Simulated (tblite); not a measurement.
Species: C₆H₁₃PS.
SMILES with atom numbers: `[CH3:1]/[CH:2]=[CH:3]\[P:4]([CH3:5])[CH2:6][S:7][CH3:8]` (hydrogens: H9, H10, H11 on C1; H12 on C2; H13 on C3; H14, H15, H16 on C5; H17, H18 on C6; H19, H20, H21 on C8)

Computed with GFN2-xTB (tblite), gas phase: L-BFGS steps from a force-field or distance-geometry start until the largest atomic force falls under 0.01 eV/Å.

Step 7: E = -684.9874 eV
```
atom  x, y, z in Å  |  force x, y, z in eV/Å
C1     -2.7305    1.3866    0.0334    0.014  -0.019  -0.076
C2     -2.8463   -0.0466   -0.3888    0.143   0.084   0.156
C3     -1.8102   -0.8972   -0.3248   -0.354   0.184   0.185
P4     -0.3271   -0.3191    0.6030   -0.238  -0.284  -0.050
C5      0.7757   -1.7867    0.8272    0.343  -0.471   0.275
C6      0.6121    0.7430   -0.6309    0.189   0.637  -0.286
S7      2.3103    0.3694   -1.1746   -0.018  -0.290  -0.089
C8      3.3381    0.3154    0.3229    0.296  -0.039   0.410
H9     -2.2755    1.9808   -0.7594   -0.107   0.014  -0.096
H10    -2.0439    1.4504    0.8832   -0.160   0.028   0.043
H11    -3.6967    1.8352    0.2848    0.217  -0.207  -0.035
H12    -3.8368   -0.3495   -0.7323    0.386  -0.078  -0.087
H13    -1.9932   -1.9441   -0.5792    0.451   0.279   0.064
H14     1.4997   -2.0933    0.0586   -0.456   0.435  -0.123
H15     1.3531   -1.5111    1.7240   -0.020  -0.167  -0.189
H16     0.1944   -2.6739    1.1014   -0.127   0.254  -0.088
H17     0.6497    1.7468   -0.1920    0.101  -0.032   0.209
H18     0.1182    0.9093   -1.5961   -0.247  -0.468   0.164
H19     3.6608   -0.7130    0.5139   -0.121   0.181  -0.094
H20     2.8118    0.6899    1.2035   -0.035   0.027  -0.337
H21     4.2273    0.9246    0.1312   -0.256  -0.068   0.041
```

Step 8: E = -685.0616 eV
```
atom  x, y, z in Å  |  force x, y, z in eV/Å
C1     -2.7301    1.3864    0.0338    0.115  -0.006  -0.087
C2     -2.8333   -0.0483   -0.3886    0.092   0.129   0.193
C3     -1.7925   -0.8894   -0.3050   -0.358   0.242   0.063
P4     -0.3241   -0.3044    0.6259   -0.305  -0.364   0.239
C5      0.7618   -1.7801    0.8276    0.230  -0.293   0.209
C6      0.6190    0.7267   -0.6026    0.335   0.570  -0.351
S7      2.3030    0.3663   -1.1763    0.164  -0.422  -0.099
C8      3.3343    0.3152    0.3197    0.131  -0.016   0.223
H9     -2.2770    1.9831   -0.7609   -0.150  -0.015  -0.076
H10    -2.0393    1.4661    0.8827   -0.241  -0.017  -0.004
H11    -3.7012    1.8232    0.2797    0.196  -0.162  -0.006
H12    -3.8203   -0.3551   -0.7425    0.431  -0.076  -0.083
H13    -1.9404   -1.9319   -0.5808    0.348   0.163   0.076
H14     1.4511   -2.0591    0.0304   -0.209   0.318  -0.248
H15     1.3558   -1.5199    1.7109    0.072  -0.185  -0.062
H16     0.1800   -2.6635    1.0827   -0.217   0.079   0.025
H17     0.6690    1.7329   -0.1929    0.034   0.223   0.316
H18     0.1217    0.8567   -1.5575   -0.473  -0.308  -0.174
H19     3.6533   -0.7065    0.5194   -0.050   0.023  -0.080
H20     2.7876    0.6908    1.1795   -0.049   0.105  -0.133
H21     4.2127    0.9277    0.1236   -0.096   0.013   0.059
```

Problem. Estimate the geometry and energy of step 9. (The exact step hangs on the optimiser's Hessian estimate; all steps are aligned on step 8, rigid shifts and turns removed.)

Solution. E = -685.1343 eV, largest force 0.665 eV/Å
```
atom  x, y, z in Å  |  force x, y, z in eV/Å
C1     -2.7276    1.3866    0.0329    0.151   0.037  -0.063
C2     -2.8201   -0.0467   -0.3849    0.005   0.138   0.152
C3     -1.7793   -0.8785   -0.2835   -0.151   0.159  -0.024
P4     -0.3255   -0.2961    0.6536   -0.148  -0.207   0.403
C5      0.7505   -1.7776    0.8310    0.038  -0.071   0.028
C6      0.6321    0.7194   -0.5796    0.248   0.285  -0.305
S7      2.2991    0.3548   -1.1794    0.263  -0.494  -0.085
C8      3.3316    0.3148    0.3189   -0.074   0.010  -0.029
H9     -2.2813    1.9852   -0.7643   -0.150  -0.020  -0.081
H10    -2.0392    1.4816    0.8824   -0.241  -0.046  -0.013
H11    -3.7023    1.8080    0.2744    0.095  -0.073   0.030
H12    -3.7957   -0.3623   -0.7548    0.349  -0.066  -0.104
H13    -1.8804   -1.9163   -0.5810    0.191   0.046   0.069
H14     1.3983   -2.0185   -0.0034   -0.002   0.181  -0.308
H15     1.3608   -1.5323    1.6976    0.202  -0.203   0.091
H16     0.1610   -2.6527    1.0647   -0.264  -0.134   0.129
H17     0.6894    1.7242   -0.1876   -0.021   0.437   0.320
H18     0.1157    0.7979   -1.5226   -0.556  -0.112  -0.348
H19     3.6452   -0.7004    0.5238    0.040  -0.149  -0.026
H20     2.7618    0.6941    1.1536   -0.074   0.170   0.088
H21     4.1969    0.9317    0.1171    0.099   0.109   0.075
```

The energy changes by -0.0727 eV. The first-order estimate −F·Δx gives -0.0998 eV and the mean of the old and new forces, exact on a quadratic surface, -0.0731 eV. The step makes an angle of 67° with the force vector and moves no atom by more than 0.075 Å.

The cost below is that of the whole relaxation. Time: 1.8 s. Hardware: one thread of an Arm Neoverse V1, no GPU (shared host).
